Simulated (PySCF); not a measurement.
TlCl, SMILES [Cl][Tl].

Coordinates come from a B3LYP-D3(BJ)/def2-TZVP optimisation. The def2 effective core potentials stand for the cores of Tl; spin–orbit coupling is left out.

Two levels are set side by side: PBE/def2-TZVPD (PySCF) and CAM-B3LYP/def2-TZVPD (PySCF). Same geometry, gas phase. Differences are taken from unrounded values.

```csv
quantity,CAM-B3LYP,PBE,PBE minus CAM-B3LYP
orbital gap (eV),7.64,3.99,-3.65
highest occupied level (eV),-8.76,-6.49,2.27
lowest empty level (eV),-1.12,-2.50,-1.38
dipole moment (D),4.90,4.55,-0.35
mean polarisability (bohr³),54.4,56.8,2.3
```

PBE's occupied levels lie high since its potential decays too fast outside the molecule; exact exchange lowers them and widens the gap. PBE's more diffuse valence density responds more strongly to a field. Differences between two approximate levels are no errors against the true value.

Rough cost on one machine, each run with all the roots and properties that it gave: CAM-B3LYP against PBE within a factor of 2.
